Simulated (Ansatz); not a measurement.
Geometry optimisation, Ansatz 0.2.0, RKS BHLYP/def2-SVP.

input.yaml

```yaml
crystal:
  periodic: [false, false, false]
  atoms:
    - { symbol: B, position_ang: [0.025777, -0.630717, -0.436252] }
    - { symbol: H, position_ang: [-0.000961, 0.208233, 1.809787] }
    - { symbol: Cl, position_ang: [1.517429, 0.173325, -0.801652] }
    - { symbol: Cl, position_ang: [-1.497568, 0.121153, -0.783464] }
    - { symbol: Cl, position_ang: [0.059274, -2.321308, 0.215395] }
    - { symbol: H, position_ang: [0.024949, -0.474387, 2.015886] }
basis:
  gaussian: { orbitals: def2-SVP }
hamiltonian:
  xc: { name: BHLYP }
relax:
  f_tol: 0.03
  max_steps: 50
```

Launched with:

```bash
$ ansatz run input.yaml --threads 1 --pin off --max-ram 2048MiB --backend cpu --events-out ev --progress --plain --runs-dir out
```

Problem. Where does it end, and by what steps?

Solution. It converged. The force dipped under the threshold on the way, but the program's further checks kept it going. After 9 steps the energy has fallen by 0.236 eV; H2 moved furthest, 0.62 Å.

```json
{"step": "0", "energy less start (eV)": "0.0000", "largest force component (eV/Å)": "1.645", "accepted": "yes"}
{"step": "1", "energy less start (eV)": "-0.1436", "largest force component (eV/Å)": "0.751", "accepted": "yes"}
{"step": "2", "energy less start (eV)": "-0.1632", "largest force component (eV/Å)": "0.770", "accepted": "yes"}
{"step": "3", "energy less start (eV)": "-0.2288", "largest force component (eV/Å)": "0.261", "accepted": "yes"}
{"step": "4", "energy less start (eV)": "-0.2332", "largest force component (eV/Å)": "0.158", "accepted": "yes"}
{"step": "5", "energy less start (eV)": "-0.2355", "largest force component (eV/Å)": "0.026", "accepted": "yes"}
{"step": "6", "energy less start (eV)": "-0.2357", "largest force component (eV/Å)": "0.042", "accepted": "yes"}
{"step": "7", "energy less start (eV)": "-0.2300", "largest force component (eV/Å)": "0.286", "accepted": "no"}
{"step": "8", "energy less start (eV)": "-0.2358", "largest force component (eV/Å)": "0.039", "accepted": "yes"}
{"step": "9", "energy less start (eV)": "-0.2360", "largest force component (eV/Å)": "0.015", "accepted": "yes"}
```

```xyz
6
Properties=species:S:1:pos:R:3
B 0.027 -0.762 -0.715
H -0.005 0.436 2.389
Cl 1.518 0.084 -1.016
Cl -1.496 0.028 -1.006
Cl 0.059 -2.401 -0.129
H 0.025 -0.308 2.497
```

Time of the run: 23 s on 1 thread of Arm Neoverse V2, with other jobs on the host, peak memory 0.15 GiB.
